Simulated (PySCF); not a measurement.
# Magnetic susceptibility: `C[SiH](C)[SiH2]O`, C$_{2}$H$_{10}$OSi$_{2}$

Molfile (atoms numbered from 1):
```
C2H10OSi2
     RDKit          3D

 15 14  0  0  0  0  0  0  0  0999 V2000
    1.5521   -1.0385   -0.9843 C   0  0  0  0  0  0  0  0  0  0  0  0
    0.3879    0.4142   -0.6893 Si  0  0  0  0  0  4  0  0  0  0  0  0
    1.0917    1.5945    0.6006 C   0  0  0  0  0  0  0  0  0  0  0  0
   -1.6620   -0.4069    0.0831 Si  0  0  0  0  0  4  0  0  0  0  0  0
   -1.2681   -1.2011    1.5108 O   0  0  0  0  0  0  0  0  0  0  0  0
    1.1509   -1.7191   -1.7508 H   0  0  0  0  0  0  0  0  0  0  0  0
    2.5433   -0.6928   -1.3175 H   0  0  0  0  0  0  0  0  0  0  0  0
    1.6789   -1.6111   -0.0524 H   0  0  0  0  0  0  0  0  0  0  0  0
    0.1568    1.1499   -1.9773 H   0  0  0  0  0  0  0  0  0  0  0  0
    1.2096    1.0705    1.5619 H   0  0  0  0  0  0  0  0  0  0  0  0
    0.4214    2.4528    0.7604 H   0  0  0  0  0  0  0  0  0  0  0  0
    2.0760    1.9804    0.2922 H   0  0  0  0  0  0  0  0  0  0  0  0
   -2.3107   -1.3488   -0.8924 H   0  0  0  0  0  0  0  0  0  0  0  0
   -2.6616    0.6868    0.3362 H   0  0  0  0  0  0  0  0  0  0  0  0
   -1.9941   -1.6139    1.9875 H   0  0  0  0  0  0  0  0  0  0  0  0
  1  2  1  0
  2  3  1  0
  2  4  1  0
  4  5  1  0
  1  6  1  0
  1  7  1  0
  1  8  1  0
  2  9  1  0
  3 10  1  0
  3 11  1  0
  3 12  1  0
  4 13  1  0
  4 14  1  0
  5 15  1  0
M  END
```

Computed, not measured: GIAO wB97X-D/pcSseg-1 magnetisability, rotational g tensor and spin-rotation constants, non-relativistic, gas phase (PySCF 2.14.0). Geometry: PBE0-D3(BJ)/def2-SVP.

Problem. How diamagnetic is it, and how anisotropic?

Solution. Isotropic -1211 × 10⁻³⁰ J/T², or -72.9 × 10⁻⁶ cm³/mol; principal values -1298, -1183, -1151 × 10⁻³⁰ J/T², anisotropy 134 × 10⁻³⁰ J/T² (root of half the summed squared differences of the principal values). The susceptibility is in cgs units.

Problem. Split it along the inertial axes a, b, c into diamagnetic and paramagnetic parts about the centre of mass, with the quadrupole moment.

Solution. 
| axis | χ (10⁻⁶ cm³/mol) | diamagnetic (10⁻⁶ cm³/mol) | paramagnetic (10⁻⁶ cm³/mol) | summed x² of all electrons (Å²) | quadrupole Θ (D Å) |
| --- | --- | --- | --- | --- | --- |
| a | -69.7 | -451.8 | 382.2 | 140.3 | +7.57 |
| b | -71.2 | -774.5 | 703.3 | 64.3 | -2.69 |
| c | -77.9 | -867.9 | 790.1 | 42.2 | -4.88 |

Anisotropies 2χaa − χbb − χcc = +9.8 and 2χbb − χaa − χcc = +5.1 × 10⁻⁶ cm³/mol. Θ is traceless in Buckingham's convention.

Problem. And the rotational g tensor?

Solution. 
| axis | rotational constant (GHz) | g | nuclear part | electronic part |
| --- | --- | --- | --- | --- |
| a | 3.7889 | -0.0338 | 0.6465 | -0.6803 |
| b | 1.8254 | -0.0098 | 0.5934 | -0.6031 |
| c | 1.6316 | -0.0026 | 0.6030 | -0.6056 |

Asymmetric top; isotopes 12C, 1H, 16O, 28Si; no vibrational averaging.
